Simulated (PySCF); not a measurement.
Te(Me)(SMe) (C2H6STe), SMILES CS[Te]C.

Geometry: B3LYP-D3(BJ)/def2-SVP. The def2 effective core potentials stand for the cores of Te; spin–orbit coupling is left out. Other conformers were not sampled.

Two levels are set side by side: TDA-PBE/def2-SVPD (PySCF) and TDA-B3LYP/def2-SVPD (PySCF). Vertical, same geometry. The lowest singlet is HOMO→LUMO 99 % with PBE and HOMO→LUMO 99 % with the other functional; states are paired by order. Differences are taken from unrounded values.

| quantity | TDA-B3LYP |
|---|---|
| lowest singlet excitation (eV) | 3.17 |
| lowest triplet excitation (TDA) (eV) | 2.56 |

Question: What does TDA-PBE give, and how far is it from TDA-B3LYP? (An estimate is asked for; the answer gives what the named calculation found.)

Answer: 
```tsv
quantity	TDA-PBE	TDA-PBE minus TDA-B3LYP
lowest singlet excitation (eV)	3.07	-0.10
lowest triplet excitation (TDA) (eV)	2.46	-0.10
```

A lower first singlet is the usual sign of a functional without exact exchange. Differences between two approximate levels are no errors against the true value.

Rough cost on one machine, each run with all the roots and properties that it gave: TDA-B3LYP against TDA-PBE within a factor of 2.
